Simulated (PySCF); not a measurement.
Mg(OH)(SH) (H2MgOS), SMILES [OH][Mg][SH]. Atoms are numbered in the order given.

```xyz
5

Mg     0.0216     0.5795     0.0000
O     -0.0216     2.3373     0.0000
H     -0.0047     3.2846     0.0000
S      0.0739    -1.6961     0.0000
H     -1.2636    -1.7999     0.0000
```

The structure is a stationary point at ωB97X-D3(BJ)/def2-TZVP. One conformer was computed; it need not be the lowest.

Calculation: B3LYP/pcSseg-2 (PySCF).

GIAO shieldings, no solvent; atoms alike by connectivity are averaged. δ = σ(ref) − σ: ¹⁷O against H2O (σ = 325.5 ppm); ¹H against TMS (σ = 31.68 ppm); ³³S against H2S (σ = 688.9 ppm), references at their B3LYP-D3(BJ)/def2-TZVP geometries, non-relativistic.

```json
[
 {"nucleus": "¹⁷O", "atoms": "O2", "count": "1", "δ (ppm)": "-23.8"},
 {"nucleus": "¹H", "atoms": "H3", "count": "1", "δ (ppm)": "0.42"},
 {"nucleus": "¹H", "atoms": "H5", "count": "1", "δ (ppm)": "-1.55"},
 {"nucleus": "³³S", "atoms": "S4", "count": "1", "δ (ppm)": "-171.0"}
]
```
